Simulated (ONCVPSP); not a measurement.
Logarithmic derivatives: N, ONCV

```json
{"Element": "nitrogen (N)", "Generator": "ONCVPSP 4.0.1", "Type": "optimised norm-conserving Vanderbilt (ONCV)", "Functional": "PBEsol", "Relativity": "non-relativistic", "Frozen core": "[He]", "Valence charge": "5", "Reference configuration": "2s2 2p1 (charge +2)", "Partial waves": "2s: rc 0.75 bohr, ncon 4, nbas 8, qcut 11.2 1/bohr, 2 projectors, debl 0.5 Ha; 2p: rc 1.30 bohr, ncon 4, nbas 8, qcut 11.6 1/bohr, 1 projector; d scattering state at 0.12 Ha: rc 1.25 bohr, ncon 5, nbas 8, qcut 8.2 1/bohr, 1 projector", "Local potential": "polynomial inside 0.75 bohr (lpopt 3, dvloc0 -1 Ha)", "Core correction": "Teter function, fcfact 1.75, rcfact 1.8"}
```

In the s channel the program set the typed energies aside and used -1.798, 0.250 Ha.

The phase is arctan(r·R′/R) of the radial function R(r), unwrapped; energies in Ha, scanned from -3 to 5 Ha. A pole is an energy at which the radial function vanishes at the test radius. The pseudo phase is shifted by a multiple of π to meet the all-electron one at the reference energy, and phase errors are pseudo minus all-electron; the curves can meet again beyond the range given. Levels narrower than the energy grid can be missing from the lists of poles.

Question: For each channel, where are the poles, and over which energies does the pseudopotential scatter like the atom?

Answer:

```
channel  radius (bohr)  reference energy (Ha)  poles, all-electron  poles, pseudo  unbroken range about the reference energy with phases within 0.05 rad  phase error 1 Ha above the reference energy (rad)
      s           0.76                  -1.80                 none           none                                                        the whole range                                             +0.000
      p           1.32                  -1.37                -0.02          -0.01                                                              below 2.2                                             +0.002
      d           1.27                   0.12                 none           none                                                        the whole range                                             +0.000
```

Note: ghosts flagged at negative energy: s at -296.1 eV; no localised positive-energy state flagged. A true bound ghost makes a file unfit for plane-wave use.

Phases in the p channel:

```csv
E (Ha),all-electron,pseudo
-2.98,0.676,0.678
-2.76,0.523,0.525
-2.54,0.316,0.318
-2.32,0.045,0.048
-2.10,-0.270,-0.268
-1.88,-0.579,-0.578
-1.66,-0.836,-0.835
-1.44,-1.031,-1.031
-1.22,-1.177,-1.176
-1.00,-1.286,-1.286
-0.78,-1.372,-1.372
-0.56,-1.442,-1.441
-0.34,-1.500,-1.498
-0.12,-1.550,-1.548
0.10,-1.596,-1.593
0.32,-1.638,-1.634
0.54,-1.679,-1.674
0.76,-1.720,-1.713
0.98,-1.762,-1.752
1.20,-1.807,-1.794
1.42,-1.856,-1.839
1.64,-1.912,-1.889
1.86,-1.978,-1.947
2.08,-2.059,-2.015
2.30,-2.162,-2.099
2.52,-2.296,-2.205
2.74,-2.474,-2.342
2.96,-2.710,-2.522
3.18,-3.001,-2.752
3.40,-3.315,-3.028
3.62,-3.598,-3.320
3.84,-3.823,-3.584
4.06,-3.991,-3.798
4.28,-4.116,-3.961
4.50,-4.210,-4.085
4.72,-4.283,-4.179
4.94,-4.341,-4.253
```
